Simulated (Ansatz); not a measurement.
Ansatz (an electronic-structure program) input (B3LYP-D3(BJ)/def2-TZVP):

Ansatz 0.2 input:
```yaml
crystal:
  periodic: [false, false, false]
  atoms:
    - {symbol: Mo, position_ang: [-0.00777438, 0.00919921, -0.01020756]}
    - {symbol: O, position_ang: [-1.13148558, -1.19431140, -0.14898583]}
    - {symbol: O, position_ang: [-0.10317532, 1.34442457, -0.97898476]}
    - {symbol: O, position_ang: [1.21129240, -0.12285728, 1.09742005]}
basis:
  gaussian:
    orbitals: def2-TZVP
hamiltonian:
  xc: b3lyp
  dispersion: d3bj
magnetization: {spin_polarized: true, initial_magnetization: 2}
relax: {f_tol: 0.002, max_steps: 150}
```

End of the output:

```
these checks for a lower state are left out or cut short: starts, cluster_reference, orbital_swaps, neighbouring_geometries, increment
integrals: 0.04 GiB planned
824 factors; their error is unknown
mean field: 0.57 GiB planned
mean field -8000.32356423 eV, -294.0064681715 hartree, gradient 8.3e-6 eV, S^2 2.008453; 0 other end points of the search recorded, 0 dependent functions left out
the calculation of the forces begins
reference -8000.32380976 eV, -294.0064771943 hartree; 20, 18 occupied and 113, 115 virtual orbitals, 824 factors
relax step   9: F+E_penalty+E_count = -8000.47030448 eV  Δ(F+E_penalty+E_count) = -1.314e-4 eV  max|allowed force component| = 4.843e-3 eV/Å  Δτ_max = 0.0031 Å  (72 SCF iters, accepted)
these checks for a lower state are left out or cut short: starts, cluster_reference, orbital_swaps, neighbouring_geometries, increment
integrals: 0.04 GiB planned
824 factors; their error is unknown
mean field: 0.57 GiB planned
mean field evaluation 192: about -8000.3236 eV, gradient 2.5e-5 eV
mean field -8000.32357749 eV, -294.0064686587 hartree, gradient 8.9e-6 eV, S^2 2.008445; 0 other end points of the search recorded, 0 dependent functions left out
the calculation of the forces begins
reference -8000.32382302 eV, -294.0064776816 hartree; 20, 18 occupied and 113, 115 virtual orbitals, 824 factors
relax step  10: F+E_penalty+E_count = -8000.47031077 eV  Δ(F+E_penalty+E_count) = -6.293e-6 eV  max|allowed force component| = 1.723e-3 eV/Å  Δτ_max = 0.0012 Å  (70 SCF iters, accepted)
integrals: 0.04 GiB planned
824 factors; their error is unknown
mean field: 0.57 GiB planned
mean field evaluation 224: about -8000.3236 eV, gradient 4.5e-4 eV
mean field -8000.32357749 eV, -294.0064686587 hartree, gradient 8.9e-6 eV, S^2 2.008445; 5 other end points of the search recorded, 0 dependent functions left out
the calculation of the forces begins
reference -8000.32382302 eV, -294.0064776816 hartree; 20, 18 occupied and 113, 115 virtual orbitals, 824 factors
Total energy: -8000.47055630 eV, -294.0118700303 hartree
Atom 0 at    -0.143735     0.171373     0.190054 Å, force    -0.001723    -0.000431    -0.000244 eV/Å
Atom 1 at    -1.184781    -1.353399    -0.226198 Å, force     0.000939     0.001052     0.000114 eV/Å
Atom 2 at    -0.003421     1.336160    -1.034054 Å, force     0.000211    -0.000493     0.000184 eV/Å
Atom 3 at     1.300795    -0.117679     1.029440 Å, force     0.000573    -0.000128    -0.000054 eV/Å
Dipole moment:    -0.378638    -0.006258     0.234930 e Å
```

The spin state was set by rule; other spins were not relaxed.
